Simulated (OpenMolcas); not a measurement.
**Fe3+: effect of the ligand basis**

Fe3+ with 6 ligands (fluoride) in octahedral coordination (Oh) at 1.96 Å. A charge of +0.5 e stands 3.2 Å behind each ligand.

* Program: OpenMolcas
* Method: CASSCF
* Spin-orbit coupling: state interaction with AMFI integrals over the reference wave functions

Fixed: metal basis ANO-RCC-VTZP, active space 5 electrons in 5 orbitals (3d), DKH2 Hamiltonian.

States (labels of O, the rotations of Oh). Energies in cm-1 above the lowest state or level, χT in cm3 K/mol; 10Dq and B are least-squares fits to the states below 45000 cm-1, weighted by degeneracy, with a free offset, and given where the rms deviation is under 5 % of |10Dq| (or 100 cm-1) and under 700 cm-1.

| Run | Ligand basis | Ground state | 10Dq | B (rms of fit) | First gap with spin-orbit (degeneracies) | χT at 300 K | First state of another spin | Cost |
| --- | --- | --- | --- | --- | --- | --- | --- | --- |
| A | ANO-RCC-VDZP | 6A1 | 9930 | 1237 (119) | 27913 (6, 2) | 4.385 | 4T1 28006 | roughly 40 core-seconds |
| B | ANO-RCC-VTZP | 6A1 | 9841 | 1242 (121) | 28180 (6, 2) | 4.385 | 4T1 28272 | roughly 2.6 core-minutes |

Against A, |10Dq| changes by -0.9 % in B.

Costs are those of the RASSCF and RASSI steps.

Without dynamic correlation the repulsion within the d shell is too large (B by tens of per cent), so at a given field states of lower spin stand too high. Ligand-to-metal charge-transfer states are missing. With no ligand orbital active B as a rule stays too high, so bands that hang on it stand too high and its fall with covalency is understated. With metal d orbitals alone and no dynamic correlation the field as a rule comes out too small, by tens of per cent, by up to half for chloride and softer ligands. No measured value stands beside these numbers; the geometry is a model, was not optimised and need not be the one that this ion takes.
